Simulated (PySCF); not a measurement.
# Gas-phase thermal properties of Ba(OH)₂

Energies from PySCF (xtb for GFN2), thermal terms from the rigid-rotor harmonic-oscillator model, ideal gas at 1 bar. 'Table' is the NASA 1993 thermochemical table (part measured, part estimated). All species are closed-shell singlets. Ba: scalar-relativistic def2 core potential, no spin-orbit coupling. The harmonic model lacks anharmonicity and excited electronic states, which grow with temperature; levels with a mode under 35 cm⁻¹ are left out. Soft modes under 120 cm⁻¹ make the harmonic entropy rough for Ba(OH)₂. The table's entry may be an old estimate for Ba(OH)₂ (not checked at source).

```tsv
level	point group	σ	ZPE (kJ/mol)	S°298 (J/mol/K)	Cp298 (J/mol/K)	S°1000 (J/mol/K)	H1000 − H298 (kJ/mol)
table	-	-	-	315.0	77.3	419.2	61.4
GFN2-xTB	C2v	2	55.6	326.2	81.7	432.5	62.4
PBE/def2-SVP	C2v	2	59.9	315.3	78.3	419.9	61.5
PBE0/def2-TZVP	C2v	2	62.8	311.0	77.2	415.0	61.2
```
σ: rotational symmetry number. Electronic degeneracy used: 1. Frequencies are unscaled.
